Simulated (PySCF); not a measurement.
PySCF input for C₂H₄AlNO₂, SMILES C[O][AlH][N]=C=O, TDA-PBE/def2-SVPD. Geometry optimised at PBE-D3(BJ)/def2-SVP. The structure was generated by enumeration; whether it is a known compound was not checked. Other conformers were not sampled.

```python
import numpy as np
from pyscf import gto, scf, dft, tdscf

mol = gto.M(
    atom='''
    Al   -1.07093479    0.60296650   -0.00000000
    H    -2.63319572    0.79629526   -0.00000000
    N    -0.31285392   -1.01817809   -0.00000000
    C     0.19075313   -2.12205325    0.00000000
    O     0.68150326   -3.19811669   -0.00000000
    O    -0.08037025    1.98812780    0.00000000
    C     1.29064551    2.28920444   -0.00000000
    H     1.55506936    2.89396333   -0.89623281
    H     1.93773084    1.38146412    0.00000001
    H     1.55506936    2.89396333    0.89623281
    ''',
    basis='def2-SVPD',
    charge=0,
    spin=0,
    symmetry=True,
    max_memory=1600,
    verbose=4,
)
mf = dft.RKS(mol, xc='pbe').density_fit(auxbasis='def2-universal-jkfit')
mf.grids.level = 3
mf.conv_tol = 1e-9
mf.max_cycle = 100
mf.kernel()
mf.grids = dft.Grids(mol).set(level=1).build(with_non0tab=True)  # coarser grid for the response kernel
td = tdscf.TDA(mf)
td.singlet = True
td.nstates = 10
td.conv_tol = 1e-4
td.positive_eig_threshold = 1e-6
td.kernel(x0=td.get_init_guess(mf, 15))
td.analyze()
tt = tdscf.TDA(mf)
tt.singlet = False
tt.nstates = 4
tt.conv_tol = 1e-4
tt.positive_eig_threshold = 1e-6
tt.kernel(x0=tt.get_init_guess(mf, 9))
tt.analyze(verbose=3)
```

Program output:

```
PySCF version 2.14.0

[INPUT] verbose = 4
[INPUT] num. atoms = 10
[INPUT] num. electrons = 52
[INPUT] charge = 0
[INPUT] spin (= nelec alpha-beta = 2S) = 0
[INPUT] symmetry True subgroup None
[INPUT] Mole.unit = angstrom
[INPUT] Symbol           X                Y                Z      unit          X                Y                Z       unit  Magmom
[INPUT]  1 Al    -1.070934790000   0.602966500000   0.000000000000 AA   -2.023773450369   1.139441547288   0.000000000000 Bohr   0.0
[INPUT]  2 H     -2.633195720000   0.796295260000   0.000000000000 AA   -4.976018743177   1.504779955689   0.000000000000 Bohr   0.0
[INPUT]  3 N     -0.312853920000  -1.018178090000   0.000000000000 AA   -0.591208225797  -1.924077736133   0.000000000000 Bohr   0.0
[INPUT]  4 C      0.190753130000  -2.122053250000   0.000000000000 AA    0.360471173104  -4.010099464243   0.000000000000 Bohr   0.0
[INPUT]  5 O      0.681503260000  -3.198116690000   0.000000000000 AA    1.287854514398  -6.043564658501   0.000000000000 Bohr   0.0
[INPUT]  6 O     -0.080370250000   1.988127800000   0.000000000000 AA   -0.151877761063   3.757017042634   0.000000000000 Bohr   0.0
[INPUT]  7 C      1.290645510000   2.289204440000   0.000000000000 AA    2.438966537800   4.325969434738   0.000000000000 Bohr   0.0
[INPUT]  8 H      1.555069360000   2.893963330000  -0.896232810000 AA    2.938655195103   5.468798108234  -1.693634554749 Bohr   0.0
[INPUT]  9 H      1.937730840000   1.381464120000   0.000000010000 AA    3.661780590723   2.610588837713   0.000000018897 Bohr   0.0
[INPUT] 10 H      1.555069360000   2.893963330000   0.896232810000 AA    2.938655195103   5.468798108234   1.693634554749 Bohr   0.0

nuclear repulsion = 246.349639831605
point group symmetry = Cs
symmetry origin: [ 1.81704448e-09 -2.54386221e-09  3.63408871e-10]
symmetry axis x: [1.00000000e+00 2.90785072e-10 4.45521325e-10]
symmetry axis y: [ 2.90785072e-10 -1.00000000e+00 -6.85333271e-11]
symmetry axis z: [-4.45521325e-10 -6.85333481e-11  1.00000000e+00]
num. orbitals of irrep A' = 111
num. orbitals of irrep A" = 51
number of shells = 68
number of NR pGTOs = 238
number of NR cGTOs = 162
basis = def2-SVPD
ecp = {}


[settings echo left out]
init E= -526.076151966454
HOMO (A') = -0.340075970700959  LUMO (A") = -0.0890069589682714  gap/eV = 6.83194
cycle= 1 E= -525.387215806722  delta_E= 0.689  |g|= 1.08  |ddm|= 4.82
HOMO (A') = -0.0853568276786412  LUMO (A') = -0.0217402871055916  gap/eV = 1.73109
cycle= 2 E= -523.52743844935  delta_E= 1.86  |g|= 3.06  |ddm|= 4.46
HOMO (A') = -0.224072630853668  LUMO (A") = -0.0536469337684227  gap/eV = 4.63752
cycle= 3 E= -525.54284209146  delta_E= -2.02  |g|= 0.585  |ddm|= 3.59
HOMO (A") = -0.265869460287858  LUMO (A") = -0.0668326455585899  gap/eV = 5.41607
cycle= 4 E= -525.600217105127  delta_E= -0.0574  |g|= 0.321  |ddm|= 0.71
HOMO (A") = -0.243972270163138  LUMO (A") = -0.0690193910065022  gap/eV = 4.76071
cycle= 5 E= -525.61541111576  delta_E= -0.0152  |g|= 0.197  |ddm|= 0.408
HOMO (A") = -0.256043415871775  LUMO (A") = -0.0706331561921174  gap/eV = 5.04527
cycle= 6 E= -525.623129682151  delta_E= -0.00772  |g|= 0.0401  |ddm|= 0.184
HOMO (A") = -0.254903159790249  LUMO (A") = -0.0691396964792594  gap/eV = 5.05488
cycle= 7 E= -525.623444169014  delta_E= -0.000314  |g|= 0.0123  |ddm|= 0.0505
HOMO (A") = -0.255372640233752  LUMO (A") = -0.068819948409172  gap/eV = 5.07636
cycle= 8 E= -525.62348263654  delta_E= -3.85e-05  |g|= 0.00257  |ddm|= 0.0188
HOMO (A") = -0.255619443764948  LUMO (A") = -0.0689296344102441  gap/eV = 5.08009
cycle= 9 E= -525.623484606434  delta_E= -1.97e-06  |g|= 0.000296  |ddm|= 0.00472
HOMO (A") = -0.25565562106571  LUMO (A") = -0.0689419823649531  gap/eV = 5.08074
cycle= 10 E= -525.623484626558  delta_E= -2.01e-08  |g|= 0.000118  |ddm|= 0.00059
HOMO (A") = -0.255644137739238  LUMO (A") = -0.0689357642768531  gap/eV = 5.08059
cycle= 11 E= -525.623484629859  delta_E= -3.3e-09  |g|= 5.17e-05  |ddm|= 0.000174
HOMO (A") = -0.255644734939778  LUMO (A") = -0.0689352676105632  gap/eV = 5.08062
cycle= 12 E= -525.623484630463  delta_E= -6.04e-10  |g|= 8.38e-06  |ddm|= 6.19e-05
HOMO (A") = -0.255644442984237  LUMO (A") = -0.0689356922060087  gap/eV = 5.08060
Extra cycle  E= -525.62348463045  delta_E= 1.25e-11  |g|= 1.08e-05  |ddm|= 2.69e-05
converged SCF energy = -525.62348463045
tot grids = 42080
Overwritten attributes  positive_eig_threshold  of <class 'pyscf.tdscf.rks.TDA'>


******** <class 'pyscf.tdscf.rks.TDA'> for <class 'pyscf.df.df_jk.DFSymAdaptedRKS'> ********
nstates = 10 singlet
deg_eia_thresh = 1.000e-03
wfnsym = None
conv_tol = 0.0001
eigh lindep = 1e-12
eigh level_shift = 0
eigh max_cycle = 100


Excitation energies (eV)
[5.20295196 5.5024812  5.61422725 5.90946308 6.10843395 6.11393459
 6.47140926 6.5461874  6.59341891 6.71675092]

** Singlet excitation energies and oscillator strengths **
Excited State   1:   A"      5.20295 eV    238.30 nm  f=0.0002
      25 -> 27       -0.70665
Excited State   2:   A'      5.50248 eV    225.32 nm  f=0.0806
      25 -> 28       -0.19796
      26 -> 27       -0.66650
Excited State   3:   A"      5.61423 eV    220.84 nm  f=0.0030
      24 -> 27       -0.70400
Excited State   4:   A"      5.90946 eV    209.81 nm  f=0.0055
      26 -> 28        0.70251
Excited State   5:   A'      6.10843 eV    202.97 nm  f=0.0448
      23 -> 27       -0.37377
      25 -> 28       -0.56169
      26 -> 27        0.14857
Excited State   6:   A'      6.11393 eV    202.79 nm  f=0.0689
      23 -> 27       -0.53407
      24 -> 28        0.14183
      24 -> 29       -0.13799
      25 -> 28        0.36430
      25 -> 29        0.15837
Excited State   7:   A'      6.47141 eV    191.59 nm  f=0.0124
      23 -> 27        0.10575
      24 -> 28        0.68422
Excited State   8:   A"      6.54619 eV    189.40 nm  f=0.0015
      23 -> 28       -0.32058
      26 -> 29        0.62825
Excited State   9:   A"      6.59342 eV    188.04 nm  f=0.0136
      22 -> 27       -0.17866
      23 -> 28       -0.60272
      26 -> 29       -0.31559
Excited State  10:   A'      6.71675 eV    184.59 nm  f=0.0371
      24 -> 29        0.24663
      25 -> 29        0.64984

** Transition electric dipole moments (AU) **
state          X           Y           Z        Dip. S.      Osc.
  1        -0.0000     -0.0000      0.0420      0.0018      0.0002
  2         0.3668      0.6805     -0.0000      0.5977      0.0806
  3        -0.0000     -0.0000      0.1482      0.0220      0.0030
  4         0.0000      0.0000      0.1950      0.0380      0.0055
  5        -0.4937     -0.2355      0.0000      0.2992      0.0448
  6        -0.2031      0.6468      0.0000      0.4597      0.0689
  7        -0.1429     -0.2405     -0.0000      0.0783      0.0124
  8         0.0000      0.0000      0.0977      0.0096      0.0015
  9         0.0000      0.0000      0.2906      0.0844      0.0136
 10         0.2081     -0.4265      0.0000      0.2252      0.0371

** Transition velocity dipole moments (imaginary part, AU) **
state          X           Y           Z        Dip. S.      Osc.
  1         0.0000     -0.0000     -0.0077      0.0001      0.0002
  2         0.0658      0.0643      0.0000      0.0085      0.0279
  3         0.0000      0.0000      0.0037      0.0000      0.0000
  4        -0.0000     -0.0000      0.0132      0.0002      0.0005
  5        -0.0748     -0.0545      0.0000      0.0086      0.0254
  6        -0.0123      0.0913      0.0000      0.0085      0.0252
  7        -0.0428     -0.0398     -0.0000      0.0034      0.0096
  8        -0.0000     -0.0000      0.0103      0.0001      0.0003
  9        -0.0000     -0.0000      0.0526      0.0028      0.0076
 10         0.0306     -0.0733     -0.0000      0.0063      0.0171

** Transition magnetic dipole moments (imaginary part, AU) **
state          X           Y           Z
  1        -0.2701      0.1434      0.0000
  2        -0.0000     -0.0000      0.4013
  3        -0.1540     -0.3406      0.0000
  4        -0.2151     -0.2921     -0.0000
  5         0.0000      0.0000     -0.5846
  6        -0.0000     -0.0000      0.4755
  7        -0.0000     -0.0000      0.0501
  8         0.0521      0.0792     -0.0000
  9         0.1188     -0.0818     -0.0000
 10         0.0000     -0.0000     -0.0763


******** <class 'pyscf.tdscf.rks.TDA'> for <class 'pyscf.df.df_jk.DFSymAdaptedRKS'> ********
nstates = 4 triplet
deg_eia_thresh = 1.000e-03
wfnsym = None
conv_tol = 0.0001
eigh lindep = 1e-12
eigh level_shift = 0
eigh max_cycle = 100


Excitation energies (eV)
[4.84674917 5.08447781 5.44647945 5.4504285 ]

** Triplet excitation energies and oscillator strengths **
Excited State   1:   A'      4.84675 eV    255.81 nm  f=0.0000
Excited State   2:   A"      5.08448 eV    243.85 nm  f=0.0000
Excited State   3:   A'      5.44648 eV    227.64 nm  f=0.0000
Excited State   4:   A"      5.45043 eV    227.48 nm  f=0.0000
```

The run converged.

Cost: about 90 core-seconds (a rough figure).
